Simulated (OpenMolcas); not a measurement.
## Potential curves of GaAs: spin-free states

Calculated with OpenMolcas 26.06: state-averaged CASSCF(6,7) over As 4p, Ga 4s 4p, XMS-CASPT2 (IPEA 0.25, imaginary shift 0.2 hartree), scalar X2C, ANO-RCC-VTZP, then RASSI spin–orbit state interaction with atomic mean-field integrals. C2 symmetry about the axis (a holds Σ, Δ, Γ; b holds Π, Φ, H; Σ⁺ and Σ⁻ are not told apart); roots by multiplicity and irrep: 3a 2, 3b 8, 1a 4, 1b 4, 5b 2.

XMS-CASPT2 energies in eV from the lowest point. Curves are followed by energy order within each symmetry, so they are adiabatic and may change character at avoided crossings; Σ⁺ and Σ⁻ are counted together.

```json
{"R (Å)": "2.208", "(1)3Σ": "0.712", "(1)3Π": "0.274", "(1)5Π": "2.772", "(2)3Σ": "3.060", "(2)1Π": "3.829"}
{"R (Å)": "2.336", "(1)3Σ": "0.270", "(1)3Π": "0.129", "(1)5Π": "2.310", "(2)3Σ": "2.951", "(2)1Π": "3.408"}
{"R (Å)": "2.451", "(1)3Σ": "0.072", "(1)3Π": "0.150", "(1)5Π": "2.070", "(2)3Σ": "2.965", "(2)1Π": "3.215"}
{"R (Å)": "2.567", "(1)3Σ": "0.000", "(1)3Π": "0.249", "(1)5Π": "1.919", "(2)3Σ": "3.033", "(2)1Π": "3.135"}
{"R (Å)": "2.695", "(1)3Σ": "0.021", "(1)3Π": "0.413", "(1)5Π": "1.843", "(2)3Σ": "3.128", "(2)1Π": "3.120"}
{"R (Å)": "2.824", "(1)3Σ": "0.113", "(1)3Π": "0.600", "(1)5Π": "1.790", "(2)3Σ": "3.206", "(2)1Π": "3.151"}
{"R (Å)": "3.003", "(1)3Σ": "0.304", "(1)3Π": "0.876", "(1)5Π": "1.763", "(2)3Σ": "3.206", "(2)1Π": "3.207"}
```

(1) With masses 74.922 and 68.926 u, fit the curves (1)3Σ, (1)3Π near their minima.

Left out for impure symmetry, kinks or missing points, though low: (1)1Σ, (1)1Π, (1)1Δ, (2)1Σ, (2)3Π, (3)3Π, (1)3Φ. Only roots inside an energy window near the equilibrium distance were included, so the list of states is not complete; labels number the states computed. Each spin and symmetry block has orbitals of its own, averaged over its own roots, so gaps between blocks are less sure than gaps within one and near the minimum can be off by tenths of an eV, in bad cases by more. No Rydberg orbitals are active, so Rydberg states, and σ→σ* states whose orbital the CASSCF left unused, can be missing between those listed. CASPT2 splits the two components of degenerate states numerically, here by up to 50 cm⁻¹. No roots were computed in block 5a (none fell in the window or the block failed), so states of that kind are missing and can lie low or lowest. Points that failed a check (symmetry, reference weights, a jump) are left out.

Answers

(1) At XMS-CASPT2, Te from the lowest curve (the fit fixes ωe to a per cent or two; the method's Re and ωe can be off by some per cent):

```tsv
curve	Te (cm⁻¹)	Re (Å)	ωe (cm⁻¹)
(1)3Σ	0	2.599	210.7
(1)3Π	1030	2.370	256.7
```
